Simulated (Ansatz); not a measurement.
The same path of C3H6STe (11 atoms, charge 0, multiplicity 1) was run twice with different band settings. The coordinate that changes most is the dihedral H7–C1–Te2–C3.

These are results of Ansatz 0.2.0, RKS PBE0/def2-SVP, not measurements.

Relaxed end points:

```xyz
11
Properties=species:S:1:pos:R:3
C -1.660 0.540 0.789
Te 0.173 1.677 0.845
C 1.452 0.378 -0.224
C 0.875 -0.903 -0.735
S 2.997 0.840 -0.434
H -2.414 1.142 1.315
H -1.984 0.381 -0.247
H -1.535 -0.418 1.309
H 0.469 -1.509 0.091
H 1.651 -1.479 -1.259
H 0.041 -0.707 -1.430
```

```xyz
11
Properties=species:S:1:pos:R:3
C -1.459 0.117 1.240
Te 0.455 1.085 1.477
C 1.428 0.430 -0.281
C 0.664 -0.458 -1.210
S 2.954 0.930 -0.534
H -1.957 0.468 0.328
H -1.339 -0.974 1.224
H -2.061 0.401 2.114
H 0.335 -1.376 -0.696
H 1.293 -0.729 -2.068
H -0.246 0.049 -1.575
```

Common settings: movable images 7; climbing image yes; optimiser quadratic models (default); start path IDPP; force threshold 0.05 eV/Å; end points relaxed.

| run | spring | iteration limit |
| --- | --- | --- |
| 1 | 5.0 eV/Å² | 52 |
| 2 | 0.1 eV/Å² | 54 |

What does each run give, and how far can it be trusted?

Run 1: converged after 6 iterations, highest image 0.034 eV above the first end. A vibrational analysis at the climbing image gives one clearly imaginary mode, 109i cm⁻¹: a first-order saddle point.
Run 2: converged after 6 iterations, highest image 0.034 eV above the first end. Another band between the same ends (7 images) ends at a top of the same energy, where a vibrational analysis finds 1 clearly imaginary mode.
